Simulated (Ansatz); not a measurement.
Z-matrix (Å, degrees):
```
C
O 1 1.409
H 1 1.096 2 111.5
H 1 1.097 2 111.4 3 121.5
H 1 1.091 2 108.3 3 -119.3
Si 2 1.644 1 122.2 3 -59.7
H 6 1.490 2 110.9 1 -57.6
H 6 1.480 2 106.4 1 -177.7
H 6 1.490 2 110.6 1 62.3
Zn 2 3.366 1 101.9 3 -163.3
```

Total charge 0; spin multiplicity 1. The bonds changed during the relaxation, so this is another structure than the one it started from.

(1) List the r2SCAN/def2-TZVPP orbital energies in eV (Ansatz 0.2.0). (Best estimate.)

## Answers

(1) Ansatz gave: Occupied: -9434.00, -1791.42, -1143.29, -1005.88, -1005.88, -1005.88, -515.96, -274.54, -141.81, -129.17, -96.70, -96.66, -96.65, -84.92, -84.92, -84.91, -26.87, -18.00, -14.01, -11.69, -11.61, -11.55, -10.76, -10.76, -10.76, -10.75, -10.75, -8.97, -8.87, -7.81, -7.12, -5.85. Lowest empty: -0.86, -0.79, -0.68, 0.24, 1.18, 1.49, 2.03, 2.38.
